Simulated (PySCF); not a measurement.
(F)3Si-NH-SiH3.
Structure used (PBE0-D3(BJ)/def2-SVP), in Å, numbered top down from 1:
```xyz
10
F3H4NSi2 angstrom
Si    -0.392   -1.062   -1.006
F     -1.205   -0.209   -2.091
F     -1.511   -1.807   -0.137
F      0.467   -2.162   -1.789
N      0.646   -0.128   -0.056
Si     0.224    1.143    1.077
H      1.633   -0.347   -0.170
H      0.668    0.796    2.459
H      0.856    2.437    0.686
H     -1.260    1.263    1.032
```

Level of theory: PySCF 2.14.0, delta-SCF UKS SCAN, pcX-2 on the ionised atom, pcseg-1 elsewhere, spin-free X2C. Binding energies are ΔSCF values: E(core-ionised, relaxed orbitals) − E(ground state) at a fixed geometry, referred to the vacuum level.

Some binding energies are withheld.

| atom(s) | bonded to | level | binding energy (eV) |
| --- | --- | --- | --- |
| N5 | H and 2 Si | N 1s | 405.44 |
| F2/F3/F4 | Si | F 1s | ? |
| Si1 | 3 F and N | Si 1s | 1850.67 |
| Si6 | N and 3 H | Si 1s | 1847.71 |
| Si1 | 3 F and N | Si 2p3/2 | ? |
| Si6 | N and 3 H | Si 2p3/2 | ? |

(1) Fill in Si 2p3/2 for Si6.

(2) What is the F 1s binding energy of F2 (atom 2)/F3/F4?

(3) What is the Si 2p3/2 binding energy of Si1?

## Answers

(1) 107.86 eV (silicon bonded to N and 3 H), with 2p1/2 at 108.49 eV.

(2) 693.26 eV (fluorine bonded to Si).

(3) 110.25 eV (silicon bonded to 3 F and N), with 2p1/2 at 110.87 eV.

The listed Si 1s values span 2.96 eV, from Si6 (bonded to N and 3 H) to Si1 (bonded to 3 F and N).

**Question.** What is the Si 2p3/2 shift of Si6 against Si1?

**Answer.** 107.86 − 110.25 = -2.39 eV, or -231 kJ/mol.

Topologically equivalent atoms share the value of their first member; where this conformer doesn't relate them by symmetry, their own values could differ. 2p3/2 and 2p1/2 are the ΔSCF energy of one spin-free 2p hole plus the eigenvalues of a spin–orbit and ligand-field matrix of the shell. 2p1/2 minus 2p3/2 (ligand field included): Si 0.63 eV. Isolated species at its PBE0-D3(BJ)/def2-SVP geometry, gas phase.
